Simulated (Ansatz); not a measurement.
Reaction: C2H4Si (ethynylsilane, SMILES C#C[SiH3]) → C2H3Si (SMILES [C]#C[SiH3], doublet) + H (doublet) (the C-H bond breaks)
Each species at its own B3LYP-D3(BJ)/def2-TZVP minimum (Ansatz, an electronic-structure program).

Total energies in hartree (Ansatz). UHF or UKS for unpaired electrons; spin-orbit terms are left out. Cores are frozen in correlated methods. No relativity. For partners of very few electrons the exact lower level stands in for a higher one. The UHF reference of C2H3Si ([C]#C[SiH3], doublet) is spin-contaminated (<S^2> up to 0.41 over the pure value in the sets run).

| species | HF/cc-pV(T+d)Z | CCSD(T)/cc-pV(T+d)Z | HF/cc-pV(Q+d)Z | CCSD(T)/cc-pV(Q+d)Z | CCSD(T)/cc-pV(D+d)Z | CCSDT(Q)/cc-pV(D+d)Z |
|---|---|---|---|---|---|---|
| 1: C2H4Si (ethynylsilane, SMILES C#C[SiH3]) | -366.97995 | -367.46036 | -366.98866 | -367.49348 | -367.34733 | -367.34940 |
| 2: C2H3Si (SMILES [C]#C[SiH3], doublet) | -366.31008 | -366.74285 | -366.31872 | -366.77424 | -366.63942 | -366.64296 |
| 3: H (doublet) | -0.49981 | -0.49981 | -0.49995 | -0.49995 | -0.49928 | -0.49928 |

Task: Work out the bond dissociation energy (electronic) in kcal/mol: take Hartree-Fock from cc-pV(Q+d)Z, extrapolate the CCSD(T) correlation energy as X^-3 (X = 3, 4), and add CCSDT(Q) - CCSD(T) in cc-pV(D+d)Z. 1 hartree = 627.51 kcal/mol.

Result: 
Species 1: correlation (64·(-0.50482) - 27·(-0.48041))/37 = -0.52263; step -0.00207; E1 = -366.98866 + (-0.52263) + (-0.00207) = -367.51336
Species 2: correlation (64·(-0.45552) - 27·(-0.43277))/37 = -0.47212; step -0.00354; E2 = -366.31872 + (-0.47212) + (-0.00354) = -366.79438
Species 3: correlation (64·(0.00000) - 27·(0.00000))/37 = 0.00000; step +0.00000; E3 = -0.49995 + (0.00000) + (+0.00000) = -0.49995
-1·E1 +1·E2 +1·E3 = 0.21903 hartree = 137.4 kcal/mol.
